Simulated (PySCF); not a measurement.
C4H11Ge, doublet, at a GFN2-xTB geometry of the parent state (the spin is typed, not shown lowest); DF-B3LYP/def2-SV(P) (PySCF).

Input for PySCF:
```python
from pyscf import gto, scf, dft

mol = gto.Mole()
mol.atom = '''
    C    -2.33340992   -0.63939662    1.51171366
    C    -1.16621389   -0.70115330    0.53092335
    C    -1.61245654   -0.36130736   -0.88704989
    C    -0.07879338    0.29496389    0.96632445
    Ge    1.28939381    0.34124100   -0.48442085
    H    -3.09675328   -1.35495684    1.21844561
    H    -2.77908683    0.35185448    1.52058642
    H    -2.00948035   -0.88551293    2.51892825
    H    -0.75224867   -1.71707379    0.54369078
    H    -2.02538565    0.64591015   -0.93716375
    H    -0.74314309   -0.41322516   -1.57697891
    H    -2.36073440   -1.06247689   -1.24842359
    H     0.38816384    0.00332565    1.91207573
    H    -0.48841601    1.30663277    1.07396629
    H     1.67556514    1.55249529   -1.34548512
    H     2.07615953   -0.90532411   -0.90964425
'''
mol.basis = 'def2-sv(p)'
mol.spin = 1
mol.verbose = 4
mol.build()

mf = dft.ROKS(mol)
mf.xc = 'b3lyp'
mf = mf.density_fit(auxbasis='def2-universal-jkfit')
mf.kernel()
```

Task: What does PySCF print? Leave out banner, timings and long lists.

Result: 
```
PySCF version 2.14.0

[INPUT] verbose = 4
[INPUT] num. atoms = 16
[INPUT] num. electrons = 67
[INPUT] charge = 0
[INPUT] spin (= nelec alpha-beta = 2S) = 1
[INPUT] symmetry False subgroup None
[INPUT] Mole.unit = angstrom
[INPUT] Symbol           X                Y                Z      unit          X                Y                Z       unit  Magmom
[INPUT]  1 C     -2.333409920000  -0.639396620000   1.511713660000 AA   -4.409505685143  -1.208284496773   2.856724796164 Bohr   0.0
[INPUT]  2 C     -1.166213890000  -0.701153300000   0.530923350000 AA   -2.203824854764  -1.324987708335   1.003299724637 Bohr   0.0
[INPUT]  3 C     -1.612456540000  -0.361307360000  -0.887049890000 AA   -3.047101248364  -0.682771957190  -1.676281350926 Bohr   0.0
[INPUT]  4 C     -0.078793380000   0.294963890000   0.966324450000 AA   -0.148897908629   0.557400968736   1.826088557971 Bohr   0.0
[INPUT]  5 Ge     1.289393810000   0.341241000000  -0.484420850000 AA    2.436601167609   0.644852032473  -0.915422735529 Bohr   0.0
[INPUT]  6 H     -3.096753280000  -1.354956840000   1.218445610000 AA   -5.852015574549  -2.560497338206   2.302528500579 Bohr   0.0
[INPUT]  7 H     -2.779086830000   0.351854480000   1.520586420000 AA   -5.251712985086   0.664908602901   2.873491882533 Bohr   0.0
[INPUT]  8 H     -2.009480350000  -0.885512930000   2.518928250000 AA   -3.797367514195  -1.673376917461   4.760084519930 Bohr   0.0
[INPUT]  9 H     -0.752248670000  -1.717073790000   0.543690780000 AA   -1.421543963868  -3.244799198769   1.027426670651 Bohr   0.0
[INPUT] 10 H     -2.025385650000   0.645910150000  -0.937163750000 AA   -3.827424175124   1.220593284577  -1.770982821370 Bohr   0.0
[INPUT] 11 H     -0.743143090000  -0.413225160000  -1.576978910000 AA   -1.404336911463  -0.780882380180  -2.980058244115 Bohr   0.0
[INPUT] 12 H     -2.360734400000  -1.062476890000  -1.248423590000 AA   -4.461141468839  -2.007790335780  -2.359178672546 Bohr   0.0
[INPUT] 13 H      0.388163840000   0.003325650000   1.912075730000 AA    0.733523349059   0.006284567686   3.613299459128 Bohr   0.0
[INPUT] 14 H     -0.488416010000   1.306632770000   1.073966290000 AA   -0.922972493753   2.469178080682   2.029502155115 Bohr   0.0
[INPUT] 15 H      1.675565140000   1.552495290000  -1.345485120000 AA    3.166359218469   2.933790907777  -2.542598381478 Bohr   0.0
[INPUT] 16 H      2.076159530000  -0.905324110000  -0.909644250000 AA    3.923372902606  -1.710814621866  -1.718978503285 Bohr   0.0

nuclear repulsion = 347.74999858725
number of shells = 58
number of NR pGTOs = 214
number of NR cGTOs = 110
basis = def2-sv(p)
ecp = {}

******** <class 'pyscf.df.df_jk.DFROKS'> ********
method = DFROKS
initial guess = minao
damping factor = 0
level_shift factor = 0
DIIS = <class 'pyscf.scf.diis.CDIIS'>
diis_start_cycle = 1
diis_space = 8
diis_damp = 0
SCF conv_tol = 1e-09
SCF conv_tol_grad = None
SCF max_cycles = 50
direct_scf = False
num. doubly occ = 33  num. singly occ = 1
XC library pyscf.dft.libxc version 7.1.2
    S. Lehtola, C. Steigemann, M. J. T. Oliveira, and M. A. L. Marques,  SoftwareX 7, 1–5 (2018)
XC functionals = b3lyp
    P. J. Stephens, F. J. Devlin, C. F. Chabalowski, and M. J. Frisch,  J. Phys. Chem. 98, 11623 (1994)
radial grids:
    Treutler-Ahlrichs [JCP 102, 346 (1995); DOI:10.1063/1.469408] (M4) radial grids

becke partition: Becke, JCP 88, 2547 (1988); DOI:10.1063/1.454033
pruning grids: <function nwchem_prune>
grids dens level: 3
symmetrized grids: False
atomic radii adjust function: <function treutler_atomic_radii_adjust>
small_rho_cutoff = 0
Set gradient conv threshold to 3.16228e-05
tot grids = 185000
******** <class 'pyscf.df.df.DF'> ********
auxbasis = def2-universal-jkfit
init E= -2235.18029000819
  HOMO = -0.129076526605585  LUMO = -0.0421860706816011  gap/eV = 2.36441
cycle= 1 E= -2235.57165928323  delta_E= -0.391  |g|= 0.54  |ddm|= 2.71
  HOMO = -0.114379593976073  LUMO = 0.0240859273825369  gap/eV = 3.76784
cycle= 2 E= -2235.52552118182  delta_E= 0.0461  |g|= 0.691  |ddm|= 0.917
  HOMO = -0.102684253994941  LUMO = 0.0123918456135486  gap/eV = 3.13138
cycle= 3 E= -2235.63152296079  delta_E= -0.106  |g|= 0.0597  |ddm|= 0.568
  HOMO = -0.105276225256873  LUMO = 0.0138675822848575  gap/eV = 3.24207
cycle= 4 E= -2235.63246419802  delta_E= -0.000941  |g|= 0.0238  |ddm|= 0.0803
  HOMO = -0.106875022649315  LUMO = 0.0120451735358964  gap/eV = 3.23598
cycle= 5 E= -2235.63260121166  delta_E= -0.000137  |g|= 0.0047  |ddm|= 0.0196
  HOMO = -0.106147314171896  LUMO = 0.0126189719681973  gap/eV = 3.23180
cycle= 6 E= -2235.63260781528  delta_E= -6.6e-06  |g|= 0.00119  |ddm|= 0.00648
  HOMO = -0.106086956146248  LUMO = 0.0126370314543633  gap/eV = 3.23064
cycle= 7 E= -2235.6326082085  delta_E= -3.93e-07  |g|= 0.000264  |ddm|= 0.00158
  HOMO = -0.106109906486775  LUMO = 0.0126276900431499  gap/eV = 3.23101
cycle= 8 E= -2235.63260823192  delta_E= -2.34e-08  |g|= 6.2e-05  |ddm|= 0.000384
  HOMO = -0.106107023617231  LUMO = 0.012627371596206  gap/eV = 3.23093
cycle= 9 E= -2235.63260823436  delta_E= -2.44e-09  |g|= 1.76e-05  |ddm|= 0.000136
  HOMO = -0.106105304340803  LUMO = 0.0126281752162298  gap/eV = 3.23090
cycle= 10 E= -2235.63260823458  delta_E= -2.25e-10  |g|= 8.75e-06  |ddm|= 5.43e-05
  HOMO = -0.106105617960493  LUMO = 0.0126279405055474  gap/eV = 3.23090
Extra cycle  E= -2235.6326082346  delta_E= -1.82e-11  |g|= 9.67e-06  |ddm|= 1.87e-05
converged SCF energy = -2235.6326082346
```
